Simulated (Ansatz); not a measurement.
CH$_{6}$N$_{2}$O$_{2}$W, SMILES `C[O][W](=[NH])(=[NH])[OH]`, 12 atoms. The species carries charge 0 and has multiplicity 1. Correlated methods include outer-core shells of W, which these sets cover unevenly. W: def2 effective core potential. Hardware: A = 2 threads of an AMD EPYC 7R13 on a shared host and a share of an NVIDIA H100 80 GB; B = 2 threads of an AMD EPYC 7R13 on a shared host. Correlated methods freeze the cores. Open-shell runs search over several starts.

Question: Give the basis size and wall time and peak host memory of each of these runs in Ansatz. RHF-MP2/def2-QZVPP energy [A]; UKS B3LYP-D4/def2-TZVPP energy of the cation [A]; RKS PBE0-D4/def2-QZVPP energy [A]; RKS r2SCAN0-D4/def2-TZVPP energy [A]; UKS ωB97M-V/def2-TZVPP energy of the cation [A]; RKS LC-ωPBE/def2-TZVPP energy [A]; UKS ωB97X-V/def2-TZVPP energy of the cation [A]; RKS PBE0-D4/def2-SVP energy [B]; RHF-CCSD(T)/def2-TZVPP energy [A]; RKS ωB97X-V/def2-TZVPP energy [A]; RHF-CCSD(T)/def2-SVP energy [A]; UKS B2PLYP (frozen core)/def2-TZVPP energy of the cation [A]. (An estimate is asked.)

Answer: Computed: Other jobs shared the machine, so times are rough.

```csv
level,job,functions,wall time,peak host memory (GiB)
RKS r2SCAN0-D4/def2-TZVPP,energy [A],295,2.7 s,0.86
RHF-CCSD(T)/def2-SVP,energy [A],132,3.2 s,0.77
RKS LC-ωPBE/def2-TZVPP,energy [A],295,3.6 s,0.84
RKS PBE0-D4/def2-SVP,energy [B],132,3.9 s,0.34
RHF-MP2/def2-QZVPP,energy [A],546,4.6 s,1.1
RKS PBE0-D4/def2-QZVPP,energy [A],546,6 s,1.1
RKS ωB97X-V/def2-TZVPP,energy [A],295,6 s,0.92
UKS B3LYP-D4/def2-TZVPP,energy of the cation [A],295,6 s,0.9
RHF-CCSD(T)/def2-TZVPP,energy [A],295,8.5 s,0.86
UKS B2PLYP (frozen core)/def2-TZVPP,energy of the cation [A],295,9.5 s,1.4
UKS ωB97X-V/def2-TZVPP,energy of the cation [A],295,14 s,1.1
UKS ωB97M-V/def2-TZVPP,energy of the cation [A],295,18 s,1.2
```

B3LYP here is the variant with VWN-RPA as its local correlation; programs differ in this. LC-ωPBE has ω = 0.4 bohr⁻¹.
